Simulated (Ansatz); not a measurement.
# C₁₀H₈, singlet: CASSCF and its corrections

Computed with Ansatz's Gaussian-basis code (development build). Basis cc-pVDZ, nonrelativistic, 10 orbitals frozen in the corrections. State-specific CASSCF; RHF is the lowest restricted (open-shell) Hartree–Fock solution met. No symmetry is imposed, so a solution can break that of the shape. No proof that the lowest CASSCF solution was found.

Geometry:

```
atom   x (Å)    y (Å)    z (Å)
   C  0.0000   0.0000   0.7155
   C  0.0000   0.0000  -0.7155
   C  0.0000   1.2401   1.4018
   C  0.0000   1.2401  -1.4018
   C  0.0000  -1.2401   1.4018
   C  0.0000  -1.2401  -1.4018
   C  0.0000   2.4298   0.7066
   C  0.0000   2.4298  -0.7066
   C  0.0000  -2.4298   0.7066
   C  0.0000  -2.4298  -0.7066
   H  0.0000   1.2390   2.4906
   H  0.0000   1.2390  -2.4906
   H  0.0000  -1.2390   2.4906
   H  0.0000  -1.2390  -2.4906
   H  0.0000   3.3741   1.2455
   H  0.0000   3.3741  -1.2455
   H  0.0000  -3.3741   1.2455
   H  0.0000  -3.3741  -1.2455
```

Question: What do CASSCF and its corrections give against RHF in CAS(10,10), and what are the occupations?

Answer: CASSCF -3.326 eV, SC-NEVPT2 -35.294 eV; occupations 1.96, 1.94, 1.92, 1.90, 1.87, 0.14, 0.11, 0.08, 0.05, 0.03.

Question: Roughly how much CPU time does a whole run from the default start take (median of such runs, summed over threads; nearly all runs on one pinned thread of a shared server, mostly Xeon at 2.3 to 2.6 GHz, by a development driver)?

Answer: CAS(10,10): about 6.3 min. Other jobs ran beside these, and the count of passes differs.
